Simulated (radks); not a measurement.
Values are calculated unless marked as measured or tabulated.
Question: The mean radii <r> (bohr) of the occupied orbitals of an atom or ion are listed with their occupations. Code: a radial shooting solver on a logarithmic mesh with Libxc functionals. Model: scalar-relativistic Kohn-Sham, PBEsol, spin-unpolarised, spherical densities, point nucleus.

orbital  occ.      <r>
1s          2  0.04552
2s          2   0.2029
2p          6   0.1773
3s          2   0.5987
3p          6   0.6173
3d         10   0.6754
4s          2    1.806
4p          1    2.138

Name the element and its charge.

Answer: Z = 33, arsenic, charge +2: As2+ in [Ar] 3d10 4s2 4p1. The 1s radius gives Z: for a bare nucleus <r> = (2 gamma + 1)/(2Z) with gamma = sqrt(1 - (Z/c)^2), 0.04456 bohr for Z = 33, and screening makes it slightly larger (0.04552 here). The occupations add up to 31, and the charge is Z minus that.
